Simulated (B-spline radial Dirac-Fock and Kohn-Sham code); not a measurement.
**What relativity does to the binding energies of Pb⁴⁵⁺**

System: lead as Pb⁴⁵⁺, 1s2 2s2 2p6 3s2 3p6 3d10 4s2 4p6 4d1.

Both columns are ΔSCF binding energies of the configuration average from an atomic code on a B-spline grid: non-relativistic Hartree-Fock with a point nucleus, and Dirac-Fock with a finite nucleus and the Coulomb interaction alone, averaged over the two j levels with weights 2j+1.

```tsv
shell	Hartree-Fock (eV)	Dirac-Fock (eV)	shift (eV)	shift (%)
1s	81755.5	90751.5	+8996.06	+11.00
2s	15742.5	18185.2	+2442.71	+15.52
2p	15222.1	16058.1	+836.03	+5.49
3s	5396.1	6040.1	+644.02	+11.93
3p	5155.1	5407.6	+252.58	+4.90
3d	4714.8	4704.3	-10.55	-0.22
4s	2563.5	2783.1	+219.59	+8.57
4p	2446.3	2537.5	+91.15	+3.73
4d	2267.6	2273.9	+6.29	+0.28
```

Relativity binds 1s, 2s, 2p, 3s, 3p, 4s, 4p, 4d more strongly, among those listed most of all 2s in relative terms, and 3d more weakly, because the contracted s and p shells screen the nucleus better.

Values without a named source are computed, but for edge energies of neutral atoms, which are taken from tables.
